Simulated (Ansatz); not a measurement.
Start from `C[CH2][Al]([NH2])[CH](C)C` and change one atom or group to get `C[CH2][Al]([NH2])[NH2]`.

Ansatz, PBE0-D4/def2-TZVP geometries, multiplicity 1. Each molecule was computed in one conformer, which needn't be the lowest.

```tsv
property	`C[CH2][Al]([NH2])[CH](C)C`
HOMO–LUMO gap (PBE0/def2-TZVPP) / eV	6.97
HOMO energy (B3LYP/def2-TZVPP) / eV	-6.51
LUMO energy (B3LYP/def2-TZVPP) / eV	0.03
HOMO–LUMO gap (ωB97M-V/def2-TZVPP) / eV	10.60
LUMO energy (ωB97M-V/def2-TZVPP) / eV	1.70
LUMO energy (PBE/def2-TZVPP) / eV	-0.52
```

Question: Give the same properties after the change, and the shifts. (Estimate.)

Answer: The calculation gave: 
```
                               property  `C[CH2][Al]([NH2])[NH2]`  shift
   HOMO–LUMO gap (PBE0/def2-TZVPP) / eV                      7.08   0.11
    HOMO energy (B3LYP/def2-TZVPP) / eV                     -6.50   0.01
    LUMO energy (B3LYP/def2-TZVPP) / eV                      0.02  -0.01
HOMO–LUMO gap (ωB97M-V/def2-TZVPP) / eV                     10.86   0.26
  LUMO energy (ωB97M-V/def2-TZVPP) / eV                      1.72   0.02
      LUMO energy (PBE/def2-TZVPP) / eV                     -0.45   0.07
```

With PBE0 the HOMO falls by 0.05 eV and the LUMO rises by 0.06 eV, so the gap widens by about 0.11 eV. PBE moves the HOMO by 0.15 eV and ωB97M-V by -0.24 eV.

B3LYP here is the variant with VWN-RPA as its local correlation; programs differ in this.
